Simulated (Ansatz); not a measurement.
Ansatz (a quantum-chemistry and plane-wave program) input (B3LYP-D3(BJ)/def2-TZVP):

Ansatz 0.2 input:
```yaml
crystal:
  periodic: [false, false, false]
  atoms:
    - {symbol: Si, position_ang: [-0.08379460, -0.31637744, 0.90531866]}
    - {symbol: O, position_ang: [-0.59257426, 1.30360514, 0.64440244]}
    - {symbol: O, position_ang: [-1.08507585, -1.25346786, -0.09844328]}
    - {symbol: O, position_ang: [1.33711517, -0.34462611, -0.16667089]}
    - {symbol: H, position_ang: [-0.65653469, 1.57097342, -0.28030236]}
    - {symbol: H, position_ang: [-0.87118594, -1.16437584, -1.03260004]}
    - {symbol: H, position_ang: [1.99544381, 0.26431509, 0.15619168]}
basis:
  gaussian:
    orbitals: def2-TZVP
hamiltonian:
  xc: b3lyp
  dispersion: d3bj
total_charge: -1
relax: {f_tol: 0.002, max_steps: 150}
```

End of the output:

```
0.61 GiB of device memory are held for the factors and their scratch space
mean field: 0.48 GiB planned
mean field evaluation 96: about -14074.9418 eV, gradient 9.9e-1 eV
mean field -14074.98013265 eV, -517.2459795107 hartree, gradient 1.6e-5 eV, S^2 0.000000; 1 other end points of the search recorded, 0 dependent functions left out
the calculation of the forces begins
reference -14074.98036190 eV, -517.2459879353 hartree; 21, 21 occupied and 127, 127 virtual orbitals, 846 factors
Total energy: -14075.19204528 eV, -517.2537671562 hartree
Atom 0 at    -0.089888    -0.311399     0.952106 Å, force    -0.000151    -0.000798    -0.000246 eV/Å
Atom 1 at    -0.583639     1.334775     0.674677 Å, force     0.000120    -0.000830     0.000063 eV/Å
Atom 2 at    -1.115947    -1.200408    -0.126041 Å, force    -0.000326     0.000322     0.000690 eV/Å
Atom 3 at     1.267388    -0.360702    -0.187131 Å, force    -0.000438    -0.000157     0.000529 eV/Å
Atom 4 at    -0.648345     1.504067    -0.277097 Å, force    -0.000105     0.000577    -0.000655 eV/Å
Atom 5 at    -0.733421    -1.159772    -1.013922 Å, force     0.000367     0.000388    -0.000076 eV/Å
Atom 6 at     1.947246     0.253486     0.105304 Å, force     0.000533     0.000498    -0.000305 eV/Å
Dipole moment:     0.268372     0.280293    -0.648729 e Å
```

It need not be the lowest isomer of its formula. Whether it binds its extra electron was not tested at this geometry.
